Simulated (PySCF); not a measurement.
**Diatomics of B with the alkali metals**

MP2 with double-zeta basis sets in PySCF, for the lowest determinant that a PBE0 search found; no spin–orbit coupling. De refers to high-spin ground-configuration atoms.

```tsv
M	basis	reference, frozen orbitals	state (unpaired electrons)	Re (Å)	ωe (cm⁻¹)	De (eV)
Li	def2-SVPD	UHF, 1	triplet (σ ↑, π ↑)	2.143	563	1.17
Na	def2-SVP	UHF, 2	triplet (σ ↑, π ↑)	2.500	345	0.64
K	x2c-SVPall	UHF, 6	triplet (σ ↑, π ↑)	2.893	274	0.55
Rb	def2-SVPD	UHF, 1	triplet (σ ↑, π ↑)	3.040	255	0.61
```

The shortest bond is that of LiB (2.143 Å), the longest that of RbB (3.040 Å).

The rows differ in basis set, which adds steps of its own.

Down a group the atoms grow and get heavier, so bonds lengthen and wavenumbers fall; this series shows no clear exception.

Correlated steps freeze the inner cores (1 to 6 orbitals); shallow outer-core shells are correlated. Correlated levels converge slowly with the basis: in double zeta they bind strong bonds too weakly, by up to about 1 eV, and carry superposition errors of some tenths. Spin–orbit coupling is left out. States were picked by a PBE0 search and need not be the measured ground states.
